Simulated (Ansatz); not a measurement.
**ClH4OSi2+: structure from calculated spectroscopic constants**

These gas-phase data were calculated for one isomer of ClH4OSi2+ at B3LYP-D3(BJ)/def2-SVP (harmonic, unscaled wavenumbers; equilibrium rotational constants with average atomic masses):

```
rotational constants            : 6.682, 1.802, 1.445 GHz
all wavenumbers above 1500 cm⁻¹ : 2373, 2348, 2319, 2304
```

Candidates:

(1) `[SiH2+]O[SiH2]Cl`, a singlet
(2) `Cl[Si@@H]1[OH+][SiH2]1`, a singlet

**Question.** Which candidate do the data belong to?

**Answer.** Candidate (1). No mode falls between 3300 and 4000 cm⁻¹, where the O–H stretch of (2) would stand.

The same quantities for all candidates:

```tsv
	rotational constants (GHz)	wavenumbers above 1500 cm⁻¹	E above the lowest, B3LYP-D3(BJ)/def2-SVP (kcal/mol)
(1)	6.682, 1.802, 1.445	2373, 2348, 2319, 2304	0.0
(2)	8.181, 1.829, 1.754	3692, 2329, 2316, 2287	16.4
```

Harmonic stretches to hydrogen usually lie a few per cent above observed fundamentals. Each candidate is one conformer. Programs: Ansatz 0.2.0.
